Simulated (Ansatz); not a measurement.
Z-matrix (Å, degrees):
```
Si
B 1 2.030
H 1 1.487 2 111.9
H 1 1.490 2 110.2 3 120.7
H 1 1.490 2 110.2 3 -120.9
O 2 1.381 1 116.7 3 178.7
O 2 1.354 1 120.2 3 -1.7
C 6 1.376 2 123.0 1 168.4
H 7 0.964 2 114.7 1 171.3
F 8 1.385 6 111.0 2 57.4
H 8 1.090 6 108.6 2 175.4
H 8 1.096 6 111.5 2 -61.3
```

Total charge 0; spin multiplicity 1.

Q: List the PBE/def2-TZVPP orbital energies in eV (the Gaussian-basis code of Ansatz). (Best estimate.)

A: The calculation gave: Occupied: -1779.03, -660.54, -511.35, -510.99, -272.79, -178.36, -136.84, -93.57, -93.57, -93.54, -30.84, -26.83, -25.79, -17.81, -14.63, -14.04, -13.29, -13.20, -12.68, -10.60, -10.02, -9.65, -9.10, -8.38, -8.15, -8.09, -7.78, -7.15. Lowest empty: -1.37, -0.02, 0.47, 0.69, 0.90, 1.10, 1.48, 1.68.
